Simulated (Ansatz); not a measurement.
`NB1C=N1` + H₂ → `B1C=N1` + NH₃ at 600 K and 1 bar (hydrogenolysis of a B–N bond).

Gas-phase electronic energies from Ansatz, PBE0-D4/def2-TZVP geometries. CCSD(T)/CBS is the MP2 limit (def2-TZVPP, def2-QZVPP) plus CCSD(T) − MP2 in def2-TZVPP, frozen cores. This one scheme is used for every species. One conformer a species, not always the lowest.

```tsv
species	CCSD(T)/CBS energy (Eh)	H − E (kJ/mol)	S (J/(mol·K))
`NB1C=N1`	-174.04950	170.3	330.4
H₂	-1.17544	43.9	150.8
`B1C=N1`	-118.68952	108.7	282.6
NH₃	-56.50880	112.4	219.5
```

H − E and S are ideal-gas, rigid-rotor, harmonic terms from PBE0-D4/def2-TZVP, for one conformer and one mirror image of each species. The MP2-based limit puts H₂ 0.8 mEh under its directly extrapolated value; such offsets cancel only in part. 1 Eh = 2625.50 kJ/mol, R = 8.31446 J/(mol·K).

Question: By hand: ΔE, ΔH, ΔS and ΔG.

Answer: ΔE = (-118.68952) + (-56.50880) − (-174.04950) − (-1.17544) = 0.02662 Eh = 69.9 kJ/mol. Δ(H − E) = 108.7 + 112.4 − 170.3 − 43.9 = 6.9, so ΔH = 76.8 kJ/mol. ΔS = 282.6 + 219.5 − 330.4 − 150.8 = 20.9 J/(mol·K). ΔG = 76.8 − 600 × (20.9)/1000 = 64.3 kJ/mol.

Question: By hand: the equilibrium constant, and the temperature at which ΔG would vanish if ΔH and ΔS stayed fixed.

Answer: log₁₀ K = −ΔG/(RT ln 10) = -5.6. ΔG = 0 at ΔH/ΔS = 3675 K, far beyond where these terms or the molecules hold.

ΔH outweighs TΔS. A doubt of 5 kJ/mol in ΔE shifts log₁₀ K by 0.4 here. Other conformers and mirror images would add mixing entropy, several J/(mol·K) or more a flexible species. These are equilibria of isolated gas molecules and say nothing of rates. Largest T1 diagnostic: 0.012 (customary marks: 0.02 for closed shells, 0.045 for open ones).
